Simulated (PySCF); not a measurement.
A series of related molecules

Method: PySCF, TDA CAM-B3LYP/def2-TZVP excited states, vertical, gas phase. Geometry: PBE0-D3(BJ)/def2-SVP.

Each molecule in one low-energy conformer.

Q: How does the vertical S1–T1 gap change along this series?
- CC(C)=C=C(C)C (H replaced by CH3)
- CC(C)=C=C(C)[SiH3] (H replaced by SiH3)
- CC(C)=C=C(C)Cl (H replaced by Cl)

A: 
```csv
molecule,S1 (eV),S1 from,f(S1),T1 (eV),T1 from,S1 − T1 (eV),S0–T1 spin-orbit coupling (cm⁻¹),S1–T1 spin-orbit coupling (cm⁻¹)
CC(C)=C=C(C)C,5.86,HOMO→LUMO+2 / HOMO−1→LUMO+1,0.000,4.46,HOMO→LUMO+1 / HOMO−1→LUMO+2,1.40,0.00,3.17
CC(C)=C=C(C)[SiH3],5.30,HOMO→LUMO+1,0.001,4.40,HOMO→LUMO / HOMO−1→LUMO+1,0.90,2.56,2.61
CC(C)=C=C(C)Cl,5.11,HOMO→LUMO,0.000,4.21,HOMO−1→LUMO,0.90,15.64,39.41
```
The vertical S1–T1 gap is lowest for CC(C)=C=C(C)Cl and highest for CC(C)=C=C(C)C.
